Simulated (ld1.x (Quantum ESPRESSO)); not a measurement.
# Building the TM potential for vanadium (V) (revPBE, fully relativistic).

* Element: vanadium (V)
* Generator: ld1.x (Quantum ESPRESSO) 7.5
* Type: norm-conserving Troullier–Martins (Kleinman–Bylander form)
* Functional: revPBE
* Relativity: fully relativistic
* Frozen core: [Ne] 3s2
* Valence charge: 11
* Reference configuration: 3p6 3d2 4s0 4p0 (charge +3)
* Partial waves: 4s (bound, empty): rc 2.20 bohr; 3p (bound): rc 0.95 bohr; 4f channel at 0.25 Ry: rc 2.25 bohr; 3d (bound): rc 1.15 bohr
* Local potential: the d channel
* Core correction: none

Open shells are filled in proportion to 2j + 1 (rel_dist='average').

All-electron outer shells of the reference configuration (revPBE, scalar-relativistic, ld1.x):

| shell | level (eV) | outermost node (bohr) | outermost maximum (bohr) |
| --- | --- | --- | --- |
| 3s | -103.82 | 0.38 | 0.82 |
| 3p | -77.27 | 0.35 | 0.84 |
| 3d | -36.87 | – | 0.85 |
| 4s | -27.73 | 1.13 | 2.29 |
| 4p | -21.89 | 1.22 | 2.59 |

(1) Estimate the cutoffs (Ry, on a coarse ladder) from which the occupation-weighted sum of valence levels, in a spherical-Bessel basis at the reference potential, stays within 10 and 1 mRy of its value at 400 Ry.

(2) Does the potential have ghost states?

(3) Which valence shell sets the plane-wave cutoff?

(4) Tests: 3p6 3d3 4s2 4p0; 3p6 3d3 4s1 4p0; 3p6 3d3 4s0 4p0; 3p6 3d3 4s1.5 4p0; 3p5 3d3 4s2 4p0; 3p6 3d3.5 4s1.5 4p0; 3p6 3d3 4s1 4p1. Which has the largest error in its energy relative to the reference configuration, and how large is it?

Answers

(1) 140 Ry and 200 Ry.

(2) Ghost state, extra bound levels that the all-electron valence spectrum of the same l lacks: s at -330.7 eV. A true bound ghost makes a file unfit for plane-wave use. The logarithmic derivative shows an extra or strongly shifted pseudo pole above the reference energy (s near -0.63 Ry).

(3) 3d: its level needs 140 Ry to come within 1 mRy, against 100 Ry for 3p.

(4) 3p6 3d3 4s2 4p0, with +341 meV (all-electron minus pseudo) on -50.61 eV.
